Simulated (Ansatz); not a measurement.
`[AlH2][NH][SiH2][GeH3]` + disilane → `[SiH3][SiH2][SiH2][GeH3]` + `[NH2][AlH2]`  (formal exchange of groups at the Si–N bond)

Gas-phase electronic energies from Ansatz, PBE0-D4/def2-TZVP geometries. CCSD(T)/CBS adds triple-zeta CCSD(T) − MP2 to the extrapolated MP2 energy (def2 sets, frozen cores). This one scheme is used for every species. Functionals use def2-TZVPP. HSE06 is defined as in plane-wave codes. For Ge outer-core shells are correlated without core-valence functions, which leaves a few kJ/mol of doubt a bond. Scalar relativity is left out up to krypton. Each species was taken in one conformer, which may not be the lowest.

CCSD(T)/CBS gives +8.0 kcal/mol.

Task: Another level gave +7.4 kcal/mol. Which?
A. PBE-QIDH/def2-TZVPP
B. BHLYP/def2-TZVPP
C. HSE06/def2-TZVPP
D. MP2/def2-TZVPP

Result: A. PBE-QIDH 7.4, BHLYP 10.6, MP2/def2-TZVPP 9.3, HSE06 5.6 kcal/mol.

Task: What do rigid-rotor, harmonic-oscillator terms from PBE0-D4/def2-TZVP frequencies (298.15 K, 1 bar) make of the CCSD(T)/CBS value? (Estimate.)

Result: Ansatz gave: ΔZPE = +1.2 kcal/mol, ΔH = +9.5 kcal/mol, ΔS = 16 J/(mol·K), ΔG = +8.3 kcal/mol. Modes under 50 cm⁻¹ make the entropy rough.

Largest T1 diagnostic among the species: 0.013.

The D4 term adds −1.0 kcal/mol with B3LYP and −0.7 kcal/mol with PBE0; it sums over pairs of atoms, weighted by their polarisabilities, and B3LYP, whose exchange is more repulsive, gets the larger term. From BLYP to BHLYP (50 % exact exchange), in def2-TZVPP and without D4, ΔE moves by +2.2 kcal/mol. In def2-TZVPP, CCSD(T) changes the Hartree–Fock value by −4.7 kcal/mol (the triples alone add −0.7 kcal/mol) and MP2 by −3.8 kcal/mol.

B3LYP here is the variant with VWN-RPA as its local correlation; programs differ in this.
